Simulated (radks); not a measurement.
Spherical jellium clusters: N electrons in a uniform positive sphere of charge N and radius rs N^(1/3), rs = 5.03 bohr. Method: non-relativistic Kohn-Sham, LDA (Slater exchange, Perdew-Wang correlation), spin-polarised, spherical densities; computed with a radial shooting solver with Libxc functionals. Levels are named by radial order and angular momentum (1s, 1p, 1d, 2s, ...), and open shells are averaged over m.

N = 20, configuration 1s2 1p6 1d10 2s2. This is the lowest configuration that the search found. Occupied and some empty levels:

| level | occupation | eigenvalue (eV) | <r> (bohr) |
|---|---|---|---|
| 1s | 2 | -3.8179 | 8.965 |
| 1p | 6 | -3.3834 | 10.15 |
| 1d | 10 | -2.7806 | 11.04 |
| 2s | 2 | -2.2894 | 8.684 |
| 1f | 0 | -2.0471 | 11.83 |
| 2p | 0 | -1.4615 | 10.74 |
| 1g | 0 | -1.2150 | 12.66 |

Energy (eV): total -36.9958, kinetic 22.432, external -950.58, Hartree 472.96, exchange-correlation -60.128, background 478.32. Static polarisability (adiabatic kernel): 3235 bohr^3, against R^3 = 2545 for a classical metal sphere.

Electron density:

| r (bohr) | n(r) (e/bohr^3) |
|---|---|
| 0.972 | 0.002642 |
| 2.05 | 0.002443 |
| 3.14 | 0.002176 |
| 4.22 | 0.001935 |
| 5.30 | 0.001806 |
| 6.38 | 0.001832 |
| 7.46 | 0.001982 |
| 8.55 | 0.002150 |
| 9.63 | 0.002186 |
| 10.7 | 0.001975 |
| 11.8 | 0.001525 |
| 12.9 | 0.0009763 |
| 14.0 | 0.0005239 |
| 15.0 | 0.0002450 |
| 16.1 | 0.0001044 |
| 17.2 | 0.00004139 |
| 18.3 | 0.00001584 |
| 19.4 | 5.901e-06 |
| 20.4 | 2.155e-06 |
| 21.5 | 7.779e-07 |
